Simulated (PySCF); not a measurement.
SnOBr2, singlet: computed properties

Method: PBE in PySCF with Sn def2-SVP with ECP28, O def2-SVP, Br def2-SVP; scalar-relativistic core potentials, no spin–orbit coupling; density-fitted integrals.

The structure is a minimum.

Z-matrix (Å, degrees; charge 0 multiplicity 1):
```
Sn
O  1 1.8607
Br 1 2.5030 2 127.32
Br 1 2.5030 2 127.32 3 180.00
```

| Item | Value |
| --- | --- |
| Point group | C2v |
| Bond lengths | Sn–Br 2.503 Å (×2), Sn–O 1.861 Å |
| Bond angles | Br–Sn–Br 105.4°, Br–Sn–O 127.3° (×2) |
| Highest occupied level | -6.67 eV |
| Zero-point energy | 9.4 kJ/mol |
| Lowest empty level | -4.64 eV |
| Enthalpy at 298.15 K above 0 K | 18.51 kJ/mol |
| Atomisation energy without zero-point energy | 976 kJ/mol |
| Heat capacity Cp at 298.15 K | 75.3 J/(mol K) |
| Entropy at 298.15 K and 1 bar | 360.3 J/(mol K) |
| Rotational constants | 0.06266, 0.02696, 0.01885 cm⁻¹ |
| Principal quadrupole moments (Buckingham, traceless) about the centre of mass | -10.97, 3.74, 7.24 D Å |
| Principal polarisabilities | 41.8, 79.0, 95.0 bohr³ |
| Dipole moment | 2.19 D |
| Rotational symmetry number | 2 |

Harmonic modes (masses in u: Sn 119.902, O 15.995, Br 78.918):
| symmetry | ω (cm⁻¹) | IR (km/mol) |
| --- | --- | --- |
| a1 | 73 | 0.9 |
| b1 | 103 | 14.1 |
| b2 | 125 | 25.2 |
| a1 | 234 | 8.4 |
| b2 | 257 | 53.0 |
| a1 | 784 | 27.0 |

In C2v the vibrations span 3a1 + b1 + 2b2. Here b1 is antisymmetric to the molecular plane and b2 lies in it.

Charges (e):
```json
{"atom": "Sn1", "Mulliken": "0.75", "Löwdin": "0.39", "polar tensor": "1.36", "Mayer order to Sn1": "–"}
{"atom": "O2", "Mulliken": "-0.41", "Löwdin": "-0.35", "polar tensor": "-0.53", "Mayer order to Sn1": "1.88"}
{"atom": "Br3,4", "Mulliken": "-0.17", "Löwdin": "-0.02", "polar tensor": "-0.41", "Mayer order to Sn1": "0.98"}
```

Mulliken populations on Sn1 (electrons outside its core potential): s 3.32, p 7.64, d 10.29.

Outer orbital energies (eV). occupied: -9.61, -8.95, -8.40, -7.91, -7.87, -7.67, -7.03, -6.67; empty: -4.64, -3.27, -0.64, 0.26.

Counting electrons, tin keeps none of its valence electrons outside its bonds, so the VSEPR class is AX3 and the expected shape is trigonal planar; with unlike ligands the computed point group is C2v.

This need not be the most stable arrangement of these atoms.

The final relaxation and frequency run took 58 s on 2 threads of a shared Arm Neoverse V1 host, with 104 basis functions and 13 gradients; the process peaked at 1.1 GiB. Launch command: `OMP_NUM_THREADS=2 python axn.py task.json out`.
